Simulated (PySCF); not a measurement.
Ligands exchanged one at a time, B F-CH3. Isolated molecules, 0 K electronic values unless said otherwise. Strings in code marks are SMILES.

The LUMO from two functionals at the same geometries (PBE0-D3(BJ)/def2-TZVP), both in PySCF: PBE-D3(BJ)/def2-TZVP and TPSSh-D3(BJ)/def2-TZVP. 

```csv
species,TPSSh-D3(BJ)/def2-TZVP (eV)
1 of 3 F replaced by CH3 (`CB(F)F`),-0.09
2 of 3 F replaced by CH3 (`B(C)(F)C`),-0.34
3 of 3 F replaced by CH3 (`CB(C)C`),-0.57
```

### Question
What does PBE-D3(BJ)/def2-TZVP give for each?

### Answer

- 1 of 3 F replaced by CH3 (`CB(F)F`): -0.69
- 2 of 3 F replaced by CH3 (`B(C)(F)C`): -0.93
- 3 of 3 F replaced by CH3 (`CB(C)C`): -1.14
Over these rows, drawn at random from the members with no instability flagged (it was tested for open shells, ions and some series alone), PBE minus TPSSh-D3(BJ): mean -0.59 eV, from -0.60 eV to -0.57 eV.
